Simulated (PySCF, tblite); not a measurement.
Compound: C₆H₉P.
SMILES: `Cc1cc[pH]c1C`

Computed with wB97X-D/def2-SVPD in PySCF (dipole) on a GFN2-xTB geometry, gas phase.

Masses are those of the commonest isotopes; rigid-rotor values at the optimised geometry. 

Problem. What are A, B and C (MHz)?

Solution. Ia = 161.48, Ib = 223.00, Ic = 374.39 u·Å²; 505379 MHz·u·Å²/I gives A = 3130, B = 2266, C = 1350 MHz.

Problem. Classify the top.

Solution. An asymmetric top: κ = (2 × 2266 − 3130 − 1350)/(3130 − 1350) = 0.03.

Problem. Is it planar, by Δ = Ic − Ia − Ib?

Solution. Not planar: Δ = Ic − Ia − Ib = -10.08 u·Å². For a rigid frame Δ = −2 Σ m c², so Σ m c² = 5.04 u·Å² lies off the ab plane: 4.78 from hydrogen and 0.26 from heavier atoms. The atom farthest from that plane is 1.28 Å away.

Problem. Give the other two planar moments, Paa and Pbb, and the rms extents of the mass along the axes.

Solution. Paa = Σ m a² = (Ib + Ic − Ia)/2 = 217.96 and Pbb = Σ m b² = (Ia + Ic − Ib)/2 = 156.43 u·Å². With the mass M = 112.04 u, the rms extents √(P/M) along a, b and c are 1.39, 1.18, 0.21 Å.

Problem. Give the coordinates in the principal-axis frame, origin at the centre of mass.

Solution. The sense of each axis is arbitrary; atoms in the order of the calculation.
| atom | mass (u) | a (Å) | b (Å) | c (Å) |
| --- | --- | --- | --- | --- |
| C1 | 12.000 | -2.395 | -0.695 | -0.020 |
| C2 | 12.000 | -0.915 | -0.495 | -0.015 |
| C3 | 12.000 | -0.009 | -1.620 | 0.007 |
| C4 | 12.000 | 1.294 | -1.293 | 0.061 |
| P5 | 30.974 | 1.519 | 0.490 | -0.079 |
| C6 | 12.000 | -0.284 | 0.703 | 0.021 |
| C7 | 12.000 | -0.932 | 2.049 | 0.032 |
| H8 | 1.008 | -2.751 | -0.881 | 0.994 |
| H9 | 1.008 | -2.908 | 0.184 | -0.405 |
| H10 | 1.008 | -2.659 | -1.555 | -0.633 |
| H11 | 1.008 | -0.380 | -2.633 | 0.002 |
| H12 | 1.008 | 2.115 | -1.990 | 0.073 |
| H13 | 1.008 | 1.771 | 0.726 | 1.276 |
| H14 | 1.008 | -1.521 | 2.181 | 0.940 |
| H15 | 1.008 | -1.603 | 2.166 | -0.821 |
| H16 | 1.008 | -0.180 | 2.834 | -0.012 |

Problem. Which types of transition are allowed, and where do some lines up to J = 2 fall?

Solution. The dipole components are |μa| = 1.20 D, |μb| = 0.21 D, |μc| = 0.60 D. Intensities carry the squares of the components, which stand as 1.00 : 0.03 : 0.25 (a : b : c). Some lines, for components of 0.1 D or more:

```tsv
type	branch	J(Ka,Kc)	MHz	lower level (cm⁻¹)
c	Q	2(1,2) ← 2(0,2)	387	0.347
a	Q	2(2,0) ← 2(2,1)	440	0.538
c	Q	1(1,1) ← 1(0,1)	863	0.121
a	Q	1(1,0) ← 1(1,1)	916	0.149
b	Q	1(1,0) ← 1(0,1)	1780	0.121
c	Q	2(2,1) ← 2(1,1)	2590	0.452
a	Q	2(1,1) ← 2(1,2)	2749	0.360
b	Q	2(2,0) ← 2(1,1)	3030	0.452
b	Q	2(1,1) ← 2(0,2)	3136	0.347
a	R	1(0,1) ← 0(0,0)	3616	0.000
b	R	1(1,1) ← 0(0,0)	4480	0.000
b	Q	2(2,1) ← 2(1,2)	5340	0.360
c	R	1(1,0) ← 0(0,0)	5396	0.000
b	R	2(0,2) ← 1(1,1)	5929	0.149
a	R	2(1,2) ← 1(1,1)	6316	0.149
a	R	2(0,2) ← 1(0,1)	6792	0.121
b	R	2(1,2) ← 1(0,1)	7179	0.121
a	R	2(1,1) ← 1(1,0)	8149	0.180
c	R	2(1,1) ← 1(0,1)	9929	0.121
b	R	2(2,1) ← 1(1,0)	10739	0.180
c	R	2(2,0) ← 1(1,0)	11179	0.180
c	R	2(2,1) ← 1(1,1)	11655	0.149
b	R	2(2,0) ← 1(1,1)	12095	0.149
```

Its lowest GFN2-xTB frequency is 19i cm⁻¹, too small to tell a flat minimum from a shallow saddle. Constants of a rigid frame at the computed geometry: no zero-point averaging, no centrifugal distortion. A rigid rotor knows nothing of internal rotation, which can split or shift real lines.
